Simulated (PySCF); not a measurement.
SnClBr, SMILES [Br][Sn][Cl] (connectivity only; charge and spin as stated), neutral, multiplicity 1.

The structure is a stationary point at PBE0-D3(BJ)/def2-TZVP. The def2 effective core potentials stand for the cores of Sn; spin–orbit coupling is left out.

Level of theory: TDDFT-ωB97X/def2-SVPD run with PySCF.

Vertical excitations. The molecule is in vacuum. State labels are in the subgroup Cs.

Computed UV-visible absorptions:
```tsv
state	symmetry	energy (eV)	λ (nm)	f	main pairs
S1	A"	3.71	335	0.026	HOMO→LUMO 99 %
S2	A"	4.39	282	0.000	HOMO−1→LUMO 98 %
S3	A'	4.92	252	0.018	HOMO−2→LUMO 92 %
S4	A"	5.49	226	0.009	HOMO−4→LUMO 98 %
S5	A'	5.71	217	0.005	HOMO−3→LUMO 79 %, HOMO→LUMO+2 12 %
S6	A"	6.03	206	0.001	HOMO−5→LUMO 98 %
S7	A'	6.20	200	0.165	HOMO→LUMO+1 61 %, HOMO−1→LUMO+1 21 %
S8	A'	6.31	197	0.210	HOMO→LUMO+2 69 %, HOMO−3→LUMO 12 %
S9	A"	6.63	187	0.010	HOMO−2→LUMO+1 88 %
S10	A'	6.68	186	0.151	HOMO−1→LUMO+1 55 %, HOMO−1→LUMO+2 23 %
T1	A"	2.90	427	0	HOMO→LUMO 95 %
T2	A"	4.30	289	0	HOMO−1→LUMO 97 %
T3	A'	4.42	281	0	HOMO−2→LUMO 97 %
T4	A'	5.18	240	0	HOMO→LUMO+1 86 %
```
Triplets are in the Tamm–Dancoff approximation, which puts them higher than full response would, so one can lie above its singlet here.
